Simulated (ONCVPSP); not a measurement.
**Plane-wave convergence, ONCV potential for Cr**

```json
{
 "Element": "Cr",
 "Generator": "ONCVPSP 4.0.1",
 "Type": "optimised norm-conserving Vanderbilt (ONCV)",
 "Functional": "LDA (Perdew-Zunger)",
 "Relativity": "scalar-relativistic",
 "Frozen core": "[Ar]",
 "Valence charge": "6",
 "Reference configuration": "3d5 4s1",
 "Partial waves": "4s: rc 2.75 bohr, ncon 5, nbas 8, qcut 2.9 1/bohr, 3 projectors, debl 1.9 Ha; p scattering state at 0.4 Ha: rc 2.95 bohr, ncon 3, nbas 6, qcut 2.5 1/bohr, 2 projectors, debl 2.2 Ha; 3d: rc 1.30 bohr, ncon 3, nbas 7, qcut 10 1/bohr, 2 projectors, debl 2.2 Ha",
 "Local potential": "polynomial inside 0.85 bohr (lpopt 4, dvloc0 2 Ha)",
 "Core correction": "none"
}
```

In the p channel the program set the typed energies aside and used 0.050, 2.250 Ha.

Task: For each optimised wave give the share of its norm inside rc, the residual kinetic energy above qcut (Ha) and the cutoffs (Ha) for errors of 10, 1, 0.1 and 0.01 mHa per electron.

Result:

| wave | norm inside rc | residual KE | 10 mHa | 1 mHa | 0.1 mHa | 0.01 mHa |
| --- | --- | --- | --- | --- | --- | --- |
| 4s | 0.354 | 2.2e-04 | 2.0 | 3.4 | 5.9 | 16.3 |
| s projector 2 | 0.184 | 1.2e-02 | 4.2 | 7.0 | 16.2 | 24.6 |
| s projector 3 | 0.198 | 3.6e-01 | 9.0 | 16.4 | 29.7 | 35.7 |
| p projector 1 | 0.392 | 1.5e-04 | 0.8 | 1.9 | 4.2 | 12.7 |
| p projector 2 | 0.167 | 4.0e-02 | 5.1 | 15.1 | 20.3 | 35.0 |
| 3d | 0.529 | 6.0e-05 | 35.5 | 42.4 | 48.7 | 129.1 |
| d projector 2 | 0.080 | 1.5e-04 | 36.3 | 44.3 | 52.7 | 131.1 |

The occupied waves need 42 Ha and 49 Ha for 1 and 0.1 mHa. Note: no bound ghost flagged; GHOST(+) flagged for s at 25.7 eV, p at 52.2 eV. 1 of 4 tests not solved or not reliable.
